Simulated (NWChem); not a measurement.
All runs are NWChem calculations. System: BI2, charge 0, spin multiplicity 2, displaced from the optimised geometry. The structure started from a generated list of species. Its SCF solution wasn't tested for a lower state.

Job file:

```
start mol
memory heap 200 mb stack 900 mb global 1100 mb
geometry units angstroms nocenter noautoz
  I      1.944024     0.000000    -0.041970
  B      0.000000     0.000000     0.889762
  I     -1.944024     0.000000    -0.041970
  symmetry group C2v
end
basis spherical
  * library def2-svp
end
ecp
  I library def2-ecp
end
dft
  xc pbe0
  odft
  mult 2
  semidirect memsize 60000000 filesize 0
  iterations 100
  convergence nodiis damp 40
end
task dft gradient
```

The output up to the point where the run's verdict is printed (cleaned and shortened):

```
             Northwest Computational Chemistry Package (NWChem) 7.3.0
             --------------------------------------------------------

                                NWChem Input Module
                                -------------------

 Scaling coordinates for geometry "geometry" by  1.889725989
 (inverse scale =  0.529177249)

 Turning off AUTOSYM since
 SYMMETRY directive was detected!

                             Geometry "geometry" -> ""
                             -------------------------

 Output coordinates in angstroms (scale by  1.889725989 to convert to a.u.)

  No.       Tag          Charge          X              Y              Z
 ---- ---------------- ---------- -------------- -------------- --------------
    1 I                   53.0000     1.94402400     0.00000000    -0.04197000
    2 B                    5.0000     0.00000000     0.00000000     0.88976200
    3 I                   53.0000    -1.94402400     0.00000000    -0.04197000

 Effective nuclear repulsion energy (a.u.)     512.4140156873

            Nuclear Dipole moment (a.u.)
            ----------------------------
        X                 Y               Z
 ---------------- ---------------- ----------------
     0.0000000000     0.0000000000    -0.0000188973

      Symmetry information
      --------------------

 Group name             C2v
 Group number             16
 Group order               4
 No. of unique centers     2

      Symmetry unique atoms

     1    2


 Summary of "ao basis" -> "" (spherical)
 ------------------------------------------------------------------------------
       Tag                 Description            Shells   Functions and Types
 ---------------- ------------------------------  ------  ---------------------
 *                          def2-svp                  on all atoms

                                 NWChem DFT Module
                                 -----------------

 Summary of "ao basis" -> "ao basis" (spherical)
 ------------------------------------------------------------------------------
       Tag                 Description            Shells   Functions and Types
[...]
 d= 0,ls=0.5         73   -615.6868125234 -3.27D+00  1.13D-01               5.4
                                                     5.33D-02
 d= 0,ls=0.5         74   -612.4134803167  3.27D+00  1.13D-01               5.4
                                                     5.33D-02
 d= 0,ls=0.5         75   -615.6868126731 -3.27D+00  1.13D-01               5.5
                                                     5.33D-02
 d= 0,ls=0.5         76   -612.4134805656  3.27D+00  1.13D-01               5.6
                                                     5.33D-02
 d= 0,ls=0.5         77   -615.6868127705 -3.27D+00  1.13D-01               5.6
                                                     5.33D-02
 d= 0,ls=0.5         78   -612.4134807275  3.27D+00  1.13D-01               5.7
                                                     5.33D-02
 d= 0,ls=0.5         79   -615.6868128338 -3.27D+00  1.13D-01               5.8
                                                     5.33D-02
 d= 0,ls=0.5         80   -612.4134808328  3.27D+00  1.13D-01               5.8
                                                     5.33D-02
 d= 0,ls=0.5         81   -615.6868128750 -3.27D+00  1.13D-01               5.9
                                                     5.33D-02
 d= 0,ls=0.5         82   -612.4134809013  3.27D+00  1.13D-01               6.0
                                                     5.33D-02
 d= 0,ls=0.5         83   -615.6868129017 -3.27D+00  1.13D-01               6.0
                                                     5.33D-02
 d= 0,ls=0.5         84   -612.4134809458  3.27D+00  1.13D-01               6.1
                                                     5.33D-02
 d= 0,ls=0.5         85   -615.6868129191 -3.27D+00  1.13D-01               6.2
                                                     5.33D-02
 d= 0,ls=0.5         86   -612.4134809747  3.27D+00  1.13D-01               6.2
                                                     5.33D-02
 d= 0,ls=0.5         87   -615.6868129305 -3.27D+00  1.13D-01               6.3
                                                     5.33D-02
 d= 0,ls=0.5         88   -612.4134809935  3.27D+00  1.13D-01               6.4
                                                     5.33D-02
 d= 0,ls=0.5         89   -615.6868129378 -3.27D+00  1.13D-01               6.4
                                                     5.33D-02
 d= 0,ls=0.5         90   -612.4134810058  3.27D+00  1.13D-01               6.5
                                                     5.33D-02
 d= 0,ls=0.5         91   -615.6868129426 -3.27D+00  1.13D-01               6.6
                                                     5.33D-02
 d= 0,ls=0.5         92   -612.4134810138  3.27D+00  1.13D-01               6.6
                                                     5.33D-02
 d= 0,ls=0.5         93   -615.6868129457 -3.27D+00  1.13D-01               6.7
                                                     5.33D-02
 d= 0,ls=0.5         94   -612.4134810189  3.27D+00  1.13D-01               6.8
                                                     5.33D-02
 d= 0,ls=0.5         95   -615.6868129477 -3.27D+00  1.13D-01               6.8
                                                     5.33D-02
 d= 0,ls=0.5         96   -612.4134810223  3.27D+00  1.13D-01               6.9
                                                     5.33D-02
 d= 0,ls=0.5         97   -615.6868129491 -3.27D+00  1.13D-01               7.0
                                                     5.33D-02
 d= 0,ls=0.5         98   -612.4134810245  3.27D+00  1.13D-01               7.0
                                                     5.33D-02
 d= 0,ls=0.5         99   -615.6868129499 -3.27D+00  1.13D-01               7.1
                                                     5.33D-02
 d= 0,ls=0.5        100   -612.4134810259  3.27D+00  1.13D-01               7.2
                                                     5.33D-02
```

Convergence was not reached. The next line reads: Calculation failed to converge. NWChem stopped with the message: dft gradient failed.
